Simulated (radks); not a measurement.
Values are calculated unless marked as measured or tabulated.
Q: Successive ionisation energies (eV) of one element, from differences of total energies of ions in their ground configurations, starting at charge 0: 4.928, 9.813, 36.647, 47.380, 58.184, 74.407, 86.743, 98.974, 130.58, 146.67, 243.90, 270.74, 298.14, 326.01, 354.28, 394.41, 424.95, 455.95, 487.37, 519.12, 654.25, 687.23. Level of theory: scalar-relativistic Kohn-Sham, r2SCAN, spin-polarised, spherical densities, finite nucleus; open shells are filled with parallel spins first (spin-orbit coupling, left out, can overturn this in heavy ions); meta-GGA in the generalised Kohn-Sham scheme; Fermi nuclear charge, rms radius 4.8378 fm (a radial shooting solver on a logarithmic mesh with Libxc functionals). Which element is it?

A: Barium (Z = 56). The first species listed is Ba in [Xe] 6s2, the last Ba21+ in [Ar] 3d10 4s2 4p5.
